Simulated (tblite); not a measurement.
Species: C4H6BF3O2.
SMILES with atom numbers: `[CH3:1][B:2]1[O:3][CH2:4][C@H:5]([C:6]([F:7])([F:8])[F:9])[O:10]1` (hydrogens: H11, H12, H13 on C1; H14, H15 on C4; H16 on C5)

Computed with GFN2-xTB (tblite), gas phase: L-BFGS steps from a force-field or distance-geometry start until the largest atomic force falls under 0.01 eV/Å.

Step 59: E = -960.1474 eV
```
atom  x, y, z in Å  |  force x, y, z in eV/Å
C1      2.6103    0.4761   -0.6153    0.002   0.011  -0.008
B2      1.2077    0.0315   -0.0626    0.019   0.029   0.002
O3      0.8282   -1.2407    0.2359   -0.004   0.037   0.014
C4     -0.4873   -1.2392    0.7328    0.011  -0.012   0.020
C5     -0.9287    0.2462    0.6498   -0.034  -0.019  -0.013
C6     -2.0705    0.4229   -0.3570   -0.024  -0.012  -0.042
F7     -2.3363    1.7032   -0.6143   -0.054  -0.005   0.050
F8     -1.8184   -0.1651   -1.5325    0.013   0.013   0.029
F9     -3.2050   -0.1330    0.1111    0.047   0.050  -0.032
O10     0.1997    0.9372    0.1991   -0.016  -0.046   0.012
H11     3.1824    0.9928    0.1522   -0.013  -0.044  -0.015
H12     2.4776    1.1808   -1.4309    0.062  -0.024  -0.032
H13     3.1966   -0.3673   -0.9646   -0.004   0.035  -0.001
H14    -1.1131   -1.8917    0.1161    0.016   0.007  -0.003
H15    -0.4842   -1.6072    1.7618   -0.004  -0.005   0.032
H16    -1.2665    0.6623    1.6072   -0.015  -0.015  -0.013
```

Step 60: E = -960.1482 eV
```
atom  x, y, z in Å  |  force x, y, z in eV/Å
C1      2.6084    0.4756   -0.6180   -0.004   0.022   0.000
B2      1.2055    0.0329   -0.0627    0.021   0.009   0.004
O3      0.8248   -1.2405    0.2331    0.002   0.057   0.013
C4     -0.4886   -1.2379    0.7360    0.034  -0.029   0.003
C5     -0.9304    0.2465    0.6528    0.001   0.006   0.015
C6     -2.0667    0.4230   -0.3595   -0.044   0.000  -0.015
F7     -2.3402    1.7036   -0.6099   -0.030  -0.022   0.030
F8     -1.8042   -0.1598   -1.5351    0.003   0.035   0.030
F9     -3.2009   -0.1395    0.1010    0.034   0.029  -0.035
O10     0.1998    0.9383    0.2069   -0.014  -0.036  -0.003
H11     3.1809    0.9920    0.1507   -0.020  -0.056  -0.042
H12     2.4776    1.1796   -1.4354    0.059  -0.033  -0.010
H13     3.1921   -0.3698   -0.9673   -0.001   0.041   0.007
H14    -1.1161   -1.8898    0.1214    0.000  -0.009  -0.010
H15    -0.4804   -1.6075    1.7644   -0.009   0.005   0.036
H16    -1.2692    0.6623    1.6101   -0.030  -0.018  -0.023
```

Step 61: E = -960.1490 eV
```
atom  x, y, z in Å  |  force x, y, z in eV/Å
C1      2.6057    0.4748   -0.6218   -0.006   0.023   0.008
B2      1.2035    0.0334   -0.0622    0.012  -0.005   0.005
O3      0.8207   -1.2405    0.2302    0.011   0.059   0.017
C4     -0.4902   -1.2373    0.7409    0.042  -0.033  -0.013
C5     -0.9320    0.2467    0.6571    0.024   0.020   0.029
C6     -2.0616    0.4234   -0.3627   -0.055   0.006   0.016
F7     -2.3453    1.7041   -0.6026   -0.006  -0.032   0.007
F8     -1.7853   -0.1496   -1.5396   -0.008   0.054   0.034
F9     -3.1953   -0.1491    0.0860    0.024   0.007  -0.036
O10     0.2006    0.9389    0.2168   -0.019  -0.019  -0.010
H11     3.1792    0.9912    0.1463   -0.020  -0.057  -0.048
H12     2.4769    1.1775   -1.4407    0.046  -0.030  -0.002
H13     3.1877   -0.3712   -0.9713    0.004   0.031   0.012
H14    -1.1211   -1.8882    0.1296   -0.005  -0.023  -0.010
H15    -0.4763   -1.6071    1.7695   -0.010   0.016   0.024
H16    -1.2749    0.6620    1.6131   -0.034  -0.017  -0.031
```

Step 62: E = -960.1500 eV
```
atom  x, y, z in Å  |  force x, y, z in eV/Å
C1      2.6023    0.4740   -0.6265   -0.007   0.015   0.005
B2      1.2018    0.0331   -0.0613   -0.001  -0.006   0.003
O3      0.8167   -1.2407    0.2291    0.027   0.036   0.020
C4     -0.4912   -1.2373    0.7471    0.033  -0.020  -0.025
C5     -0.9332    0.2466    0.6618    0.028   0.021   0.029
C6     -2.0563    0.4241   -0.3659   -0.046   0.010   0.040
F7     -2.3501    1.7050   -0.5933    0.014  -0.028  -0.013
F8     -1.7653   -0.1360   -1.5452   -0.014   0.063   0.030
F9     -3.1889   -0.1597    0.0686    0.002  -0.021  -0.029
O10     0.2015    0.9385    0.2269   -0.021   0.011  -0.012
H11     3.1775    0.9900    0.1396   -0.010  -0.043  -0.029
H12     2.4765    1.1752   -1.4468    0.022  -0.023  -0.001
H13     3.1843   -0.3716   -0.9762    0.006   0.007   0.012
H14    -1.1261   -1.8869    0.1387   -0.003  -0.037  -0.007
H15    -0.4732   -1.6062    1.7767   -0.006   0.025   0.002
H16    -1.2838    0.6608    1.6152   -0.023  -0.011  -0.026
```

Task: Estimate the geometry and energy of step 63. (The exact step hangs on the optimiser's Hessian estimate; all steps are aligned on step 62, rigid shifts and turns removed.)

Result: E = -960.1505 eV, largest force 0.064 eV/Å
```
atom  x, y, z in Å  |  force x, y, z in eV/Å
C1      2.5998    0.4731   -0.6299   -0.002   0.002   0.002
B2      1.2008    0.0326   -0.0606   -0.011   0.006   0.000
O3      0.8146   -1.2409    0.2289    0.030   0.015   0.022
C4     -0.4913   -1.2376    0.7513    0.013  -0.005  -0.024
C5     -0.9336    0.2466    0.6654    0.009   0.007   0.011
C6     -2.0530    0.4248   -0.3673   -0.031   0.003   0.039
F7     -2.3531    1.7054   -0.5866    0.018  -0.013  -0.016
F8     -1.7520   -0.1246   -1.5489   -0.012   0.058   0.024
F9     -3.1849   -0.1678    0.0556   -0.004  -0.032  -0.018
O10     0.2021    0.9384    0.2337   -0.019   0.022  -0.009
H11     3.1766    0.9888    0.1339    0.002  -0.024   0.001
H12     2.4763    1.1732   -1.4508    0.000  -0.011  -0.011
H13     3.1827   -0.3714   -0.9795    0.003  -0.015   0.009
H14    -1.1297   -1.8865    0.1453    0.010  -0.038  -0.001
H15    -0.4711   -1.6049    1.7820   -0.001   0.029  -0.018
H16    -1.2918    0.6596    1.6160   -0.005  -0.002  -0.011
```

The energy changes by -0.0006 eV. The first-order estimate −F·Δx gives -0.0008 eV and the mean of the old and new forces, exact on a quadratic surface, -0.0006 eV. The step makes an angle of 80° with the force vector and moves no atom by more than 0.018 Å.

What follows is the cost of the whole relaxation. Hardware: an Intel Xeon Platinum 8375C at 2.90 GHz with one thread (shared host). Cost: 1.1 s wall.
